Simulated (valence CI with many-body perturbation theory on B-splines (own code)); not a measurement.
## Questions on Tb XXXIII

Calculated by relativistic CI+MBPT: five valence electrons over a frozen Dirac-Fock core [Ar] 3d10, a basis of 9 s, 9 p, 8 d, 6 f, 3 g, 1 h functions for each j, with the one-electron correlation potential Σ1 (screened to all orders), the two-electron term Σ2, the three-electron term Σ3, Breit, model QED; selected single and double excitations, second order for the rest (own B-spline code, finite nucleus).

The last digits are not significant, and no measured levels were compared; by estimate large intervals hold to a few tenths of a per cent, small ones and those within an open d or f shell to about a per cent. Among the levels kept, up to 260 cm⁻¹ of a level comes from second order outside the variational space, and about a tenth of that is noise between levels of different J, which matters for small intervals.

Levels are named by their leading jj configuration (3d3/2^4 stands for four electrons in 3d with j = 3/2), which in mixed levels can hold well under half, so a name can repeat and another be missing.

Rates and lifetimes use the calculated energies. Strong lines usually hold to 10 to 20 %, long lifetimes can be off by a factor of two.

Question: What is the ground level?

Answer: (4s^2 4p1/2^2 4p3/2) J=3/2, composition 44 % 4s2.4p3 2P° + 30 % 4s2.4p3 4S° + 25 % 4s2.4p3 2D°, g = 1.395.

Question: How well does LS coupling describe the low levels?

Answer: Among the lowest 20 levels the leading LS term, summed over configurations, holds 53 % on average. For single configurations the figures are 48 % in LS and 82 % in jj coupling. Terms mix most in the J = 5/2 level at 1118000 cm⁻¹, where the leading one holds 25 %.

Question: Where does the other parity begin?

Answer: At (4s 4p1/2^2 4p3/2^2) J=5/2, 936330 cm⁻¹.

Question: Name the longest-lived excited levels whose lifetime is computed, and their main decay.

Answer: (4s^2 4p1/2 4p3/2^2) J=5/2 at 375790 cm⁻¹ lives 6.30 μs, mostly by M1 to (4s^2 4p1/2^2 4p3/2) J=3/2; (4s^2 4p1/2 4p3/2^2) J=1/2 at 421120 cm⁻¹ lives 1.63 μs, mostly by M1 to (4s^2 4p1/2^2 4p3/2) J=3/2; (4s^2 4p1/2 4p3/2^2) J=3/2 at 339760 cm⁻¹ lives 1.26 μs, mostly by M1 to (4s^2 4p1/2^2 4p3/2) J=3/2. The lifetime of (4s^2 4p1/2 4p3/2 4d5/2) J=9/2 is too uncertain to give, and may be longer.

Question: Among levels below 2062100 cm⁻¹, which E1 lines absorb most strongly from the ground level?

Answer: to (4s^2 4p1/2 4p3/2 4d3/2) J=5/2 at 6.910 nm, f = 0.619; to (4s 4p1/2 4p3/2^3) J=3/2 at 6.933 nm, f = 0.310; to (4s^2 4p1/2 4p3/2 4d5/2) J=3/2 at 6.858 nm, f = 0.281.

Question: What is the ionisation energy?

Answer: 1302.8 eV; NIST lists 1301 ± 4 eV (theoretical).

Question: What are the static dipole polarisabilities of the lowest levels?

Answer: (4s^2 4p1/2^2 4p3/2) J=3/2 0.0728 (tensor 0.0048); (4s^2 4p1/2 4p3/2^2) J=3/2 0.0801 (tensor 0.0010); (4s^2 4p1/2 4p3/2^2) J=5/2 0.0797; (4s^2 4p1/2 4p3/2^2) J=1/2 0.0795 bohr³, of which the core gives 0.00414.
